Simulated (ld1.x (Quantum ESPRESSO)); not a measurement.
## u(r) = r·R(r): atom against pseudo-atom (Ba)

Columns: radius, all-electron u(r) and pseudo u(r) of the 6s shell (level -2.99 eV) of barium in the configuration [Xe] 5d0.5 6s1.5 6p0; PBE, scalar-relativistic, TM scheme, ld1.x (Quantum ESPRESSO) 7.5.

```
r (bohr)  all-electron   pseudo
   0.210        0.0984  -0.0093
   0.420       -0.1011  -0.0191
   0.630       -0.1125  -0.0302
   0.840        0.0518  -0.0431
   1.050        0.1877  -0.0586
   1.260        0.2366  -0.0775
   1.470        0.2106  -0.1007
   1.680        0.1371  -0.1288
   1.890        0.0406  -0.1625
   2.100       -0.0614  -0.2016
   2.310       -0.1582  -0.2454
   2.520       -0.2442  -0.2923
   2.730       -0.3169  -0.3399
   2.940       -0.3763  -0.3852
   3.150       -0.4230  -0.4254
   3.360       -0.4582  -0.4585
   3.570       -0.4834  -0.4834
   3.780       -0.5001  -0.5000
   3.990       -0.5094  -0.5094
   4.200       -0.5124  -0.5124
   4.410       -0.5099  -0.5099
   4.620       -0.5029  -0.5029
   4.830       -0.4920  -0.4920
   5.040       -0.4779  -0.4779
   5.250       -0.4613  -0.4613
   5.460       -0.4427  -0.4427
```

Problem. How many radial nodes do the two functions have?

Solution. The all-electron 6s function has n − l − 1 = 5 (the table is too coarse to show those close to the nucleus); the pseudo-wave has 0, since the states of the same l below it are removed with the core.

Problem. At about which radius was the pseudo-wave matched?

Solution. 4.20 bohr. The columns agree to 0.0005 from 3.36 bohr on; several derivatives are matched, so the curves merge somewhat inside the radius.

Problem. Is the pseudo-wave norm-conserving?

Solution. Yes: the TM scheme keeps the norm inside the radius equal to the all-electron one, which fixes the energy derivative of the logarithmic derivative at the level.
